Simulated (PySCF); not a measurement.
# A run with a changed setting

The sound run of Lu(OH)3(NH3) (singlet in the valence; each metal's 4f electrons, 14 of them, lie in its core potential, out of spins and levels) uses PySCF 2.14.0, RKS PBE, Lu lcecp-1-SVP with ECP60, O def2-SVP, H def2-SVP, N def2-SVP; non-relativistic Hamiltonian with scalar-relativistic core potentials where named; density fitting; no spin-orbit coupling, grid (50, 194), threshold 1e-8 and 55 cycles at the relaxed geometry. This run, with dm0 from free metal ions and neutral atoms, differs:

```python
mol = gto.M(atom='''
Lu     0.13583    -0.18867     0.23299
O      1.14299     1.28988     1.17868
H      1.67340     1.90874     1.69390
O     -1.38657    -1.08356     1.21990
H     -2.01838    -1.57011     1.76253
O      1.08394    -1.21697    -1.23081
H      1.60652    -1.76192    -1.83078
N     -1.20883     1.23441    -1.21467
H     -1.80504     1.87958    -0.67760
H     -0.62044     1.81346    -1.83008
H     -1.83298     0.68860    -1.82519''',
    basis={'Lu': 'lcecp-1-SVP', 'O': 'def2-SVP', 'H': 'def2-SVP', 'N': 'def2-SVP'},
    ecp={'Lu': 'lcecp-1-SVP'},
    charge=0, spin=8)
mf = dft.UKS(mol, xc='PBE')
mf.grids.atom_grid = (50, 194)  # f atoms: unpruned, at least (60, 302)
mf = mf.density_fit()  # fitting sets: Lu AutoAux, O def2-universal-JKFIT, H def2-universal-JKFIT, N def2-universal-JKFIT
mf.conv_tol = 1e-08; mf.max_cycle = 72
mf.kernel(dm0)
```

Q: What was changed, and how did it end?

A: The spin was changed. The SCF did not converge. The cycle limit differs too. These settings are unsound on purpose: the numbers aren't the compound's.
```
init E= -327.931577811354
cycle= 1 E= -322.050262790216  delta_E= 5.88  |g|= 0.912  |ddm|= 3.48
cycle= 2 E= -319.08325624897  delta_E= 2.97  |g|=  2.1  |ddm|=  6.3
cycle= 3 E= -319.078958563089  delta_E= 0.0043  |g|= 2.03  |ddm|= 7.08
cycle= 4 E= -321.586823907199  delta_E= -2.51  |g|= 1.15  |ddm|= 4.91
cycle= 5 E= -321.361899635225  delta_E= 0.225  |g|= 1.22  |ddm|= 3.52
...
cycle= 69 E= -322.599644990242  delta_E= -0.256  |g|= 0.351  |ddm|= 2.88
cycle= 70 E= -322.60313279749  delta_E= -0.00349  |g|= 0.302  |ddm|=  1.4
cycle= 71 E= -322.655011951803  delta_E= -0.0519  |g|= 0.193  |ddm|=  1.1
cycle= 72 E= -322.671624659995  delta_E= -0.0166  |g|= 0.131  |ddm|= 0.729
SCF not converged.
```

Run from Python with OMP_NUM_THREADS=2; the lines above give its settings.
It took 41 s on 2 threads of Arm Neoverse V1, on a shared host.

An lcecp potential fixes the number of 4f electrons, so in runs with it no electron can move into or out of that shell.
